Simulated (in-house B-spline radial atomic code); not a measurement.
Values are calculated unless marked as measured or tabulated.
Making a Troullier-Martins p channel for S, r_c = 1.81 bohr

S, [Ne] 3s2 3p4, non-relativistic LDA (VWN5), spherical and spin-unpolarised, from an all-electron radial atomic-structure program (B-spline basis) (atomic units). The all-electron 3p level is ε = -0.261676 hartree, its outermost node lies just inside 0.59 bohr and its outer maximum at 1.60 bohr.

Inside r_c the pseudo-orbital is u(r) = r^2 exp(p(r)), with p = c0 + c2 r² + c4 r⁴ + … + c12 r¹². The seven coefficients follow from p and its first four derivatives at r_c, from zero curvature of the screened potential at the origin, c4 = −c2²/(2l + 5), and from the norm inside r_c. At r_c the all-electron orbital has P = 0.7118376, P' = -0.1340835, the screened potential V = -0.9068085, V' = 1.157162, V'' = -1.994774, and the norm inside is Q = 0.4478051.

Q: What are p, p' and p'' at r_c?

A: p = ln(P/r_c^2) = ln(0.7118376/3.2761) = -1.52656. p' = P'/P − 2/r_c = -0.18836 − 1.10497 = -1.29333. The radial equation gives p'' = 2(V − ε) − 2(2) p'/r_c − p'² = -1.29026 − (-2.85820) − 1.67272 = -0.10478. Differentiating, p''' = 2V' + 2(2)p'/r_c² − 2(2)p''/r_c − 2p'p'' = 0.69573, and p'''' = 2V'' − 4(2)p'/r_c³ + 4(2)p''/r_c² − 2(2)p'''/r_c − 2p''² − 2p'p''' = -2.2604.

For a trial c2 the five matching conditions are linear in c0, c6, c8, c10 and c12, and c2 is varied until the norm inside r_c equals Q. The root nearest zero gives:

| n | c_n |
| --- | --- |
| 0 | -0.2687169 |
| 2 | -0.3314409 |
| 4 | -0.0156933 |
| 6 | -0.02509432 |
| 8 | 0.01519559 |
| 10 | -0.002987575 |
| 12 | 0.000206915 |

Q: Check c4 and p(r_c), and find the screened pseudopotential at the origin.

A: −c2²/7 = -0.0156933, as listed. The terms c_n r_c^n are -0.26872, -1.08583, -0.16843, -0.88236, 1.75044, -1.12747, 0.25582, which sum to -1.52656. Inverting the radial equation, V_l(r) = ε + 2 p'/r + (p'' + p'²)/2, so V_l(0) = ε + (2l + 3) c2 = -0.261676 + 5 × (-0.331441) = -1.9189 hartree, finite where the all-electron potential diverges.

Orbitals and screened potentials:

```json
{"r (bohr)": "0.181", "P": "-0.293", "u": "0.02477", "V all-electron": "-54.99", "V pseudo": "-1.92"}
{"r (bohr)": "0.452", "P": "-0.1838", "u": "0.1458", "V all-electron": "-13.33", "V pseudo": "-1.939"}
{"r (bohr)": "0.724", "P": "0.2073", "u": "0.3344", "V all-electron": "-5.837", "V pseudo": "-2.001"}
{"r (bohr)": "0.996", "P": "0.5097", "u": "0.5308", "V all-electron": "-3.193", "V pseudo": "-2.018"}
{"r (bohr)": "1.267", "P": "0.6717", "u": "0.6709", "V all-electron": "-1.983", "V pseudo": "-1.802"}
{"r (bohr)": "1.538", "P": "0.7257", "u": "0.7254", "V all-electron": "-1.311", "V pseudo": "-1.331"}
{"r (bohr)": "1.81", "P": "0.7118", "u": "0.7118", "V all-electron": "-0.9068", "V pseudo": "-0.9068"}
```

Logarithmic derivatives P'/P at R = 2.11 bohr, for energies E around ε:

| E − ε (hartree) | all-electron | pseudo |
| --- | --- | --- |
| -0.5 | 0.589459 | 0.587935 |
| -0.25 | 0.201326 | 0.200677 |
| -0.1 | -0.103348 | -0.103499 |
| 0 | -0.353669 | -0.35367 |
| 0.1 | -0.659261 | -0.659531 |
| 0.25 | -1.28187 | -1.28475 |
| 0.5 | -3.39531 | -3.43567 |

Q: With P(R) = 0.654816 and a norm of 0.5889614 inside R, what slope in energy does norm conservation fix?

A: d(P'/P)/dE = −2 × (norm inside R)/P(R)² = -2.7471 per hartree·bohr at E = ε, for both atoms, since orbital and norm agree at R. Differences over ±0.1 hartree give -2.7796 (all-electron) and -2.7802 (pseudo), which also hold third-order terms. Half a hartree below ε the two curves differ by -0.0015.
